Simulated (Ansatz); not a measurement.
Ideal-gas functions of C2H3InNO (`[CH3][In][N]=C=O`) radical at 800 K and 1 bar, from an Ansatz frequency run at PBE0-D4/def2-TZVP.

Molar mass 171.87 g/mol, point group Cs (symmetry number 1), electronic degeneracy 2, moments of inertia 44.324, 416.653, 457.74 u Å². Harmonic wavenumbers (cm⁻¹, unscaled): 23, 46, 61, 123, 377, 426, 619, 655, 669, 693, 1102, 1403, 1425, 1436, 2312, 3066, 3173, 3201.

Use S(trans) = R[1.5 ln M + 2.5 ln T − 1.1517]; rotational temperatures θ = 24.2544 K / I; S(rot) = R[ln(√π/σ · √(T³/θAθBθC)) + 1.5]; for each mode x = 1.438777 ν̃/T, S = R[x/(eˣ − 1) − ln(1 − e⁻ˣ)] and H = RT x/(eˣ − 1); 1 cm⁻¹ = 0.0119627 kJ/mol; R = 8.31446 J/(mol·K).

Question: By hand: the entropy, in J/(mol·K).

Answer: Translation 193.6. Rotation: θ = 0.5472, 0.0582, 0.053 K, giving 127.1. Vibration, mode by mode: 34.80, 29.04, 26.69, 20.87, 11.70, 10.73, 7.84, 7.42, 7.26, 7.00, 3.87, 2.52, 2.45, 2.41, 0.68, 0.22, 0.19, 0.18, in all 175.9. Electronic 5.8. Sum 502.4 J/(mol·K).

Question: By hand: H − E and G − E in kJ/mol, counted from the electronic energy.

Answer: Zero-point energy ½ × 20810 × 0.0119627 = 124.5; thermal vibration 55.3; translation, rotation and pV give 4 RT = 26.6. H − E = 206.4 kJ/mol, and G − E = 206.4 − 800 × 502.4/1000 = -195.5 kJ/mol.

Vibration gives 35 % of the entropy, 111.4 J/(mol·K) of it from the modes under 150 cm⁻¹: soft modes count most, and the harmonic formula is weakest for them. The sum counts one conformer and one mirror image; others add a mixing term.
